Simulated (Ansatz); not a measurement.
`CC(Cl)OBF` → `CC(O)(F)BCl`  (isomerisation)

Program: Ansatz. Geometries: PBE0-D4/def2-TZVP. ΔE: electronic, gas phase. CCSD(T)/CBS adds triple-zeta CCSD(T) − MP2 to the extrapolated MP2 energy (def2 sets, frozen cores). DFT in def2-TZVPP. B3LYP here is the variant with VWN-RPA as its local correlation; programs differ in this. Each species was taken in one conformer, which may not be the lowest.

`CC(Cl)OBF`:

Z-matrix (Å, degrees):
```
C
C 1 1.501
H 1 1.092 2 109.2
H 1 1.090 2 110.3 3 -119.9
H 1 1.090 2 110.0 3 119.5
Cl 2 1.798 1 110.2 3 178.8
O 2 1.400 1 109.4 3 -61.2
H 2 1.090 1 112.5 3 62.4
B 7 1.351 2 122.3 1 153.2
F 9 1.326 7 120.7 2 -2.0
H 9 1.191 7 119.2 2 179.2
```

`CC(O)(F)BCl`:

```xyz
11

C     0.875   -0.012    0.795
C    -0.431    0.200    0.051
O    -1.410   -0.695    0.425
F    -0.864    1.497    0.373
B    -0.182    0.150   -1.519
Cl   -0.254   -1.354   -2.369
H     0.696    0.118    1.867
H     1.627    0.717    0.489
H     1.253   -1.019    0.614
H    -1.443   -0.733    1.388
H     0.132    1.131   -2.114
```

```tsv
species	B3LYP-D4 energy (Eh)
`CC(Cl)OBF`	-739.61327
`CC(O)(F)BCl`	-739.53555
```

(1) Work out ΔE.

Largest T1 diagnostic among the species: 0.012.

## Answers

(1) ΔE = (-739.53555) − (-739.61327) = 0.07772 Eh = +2.11 eV. CCSD(T)/CBS gives +2.11 eV.

In def2-TZVPP, CCSD(T) changes the Hartree–Fock value by −0.10 eV (the triples alone add −0.01 eV) and MP2 by −0.04 eV. From PBE to PBE0 (25 % exact exchange), in def2-TZVPP and without D4, ΔE moves by +0.03 eV.
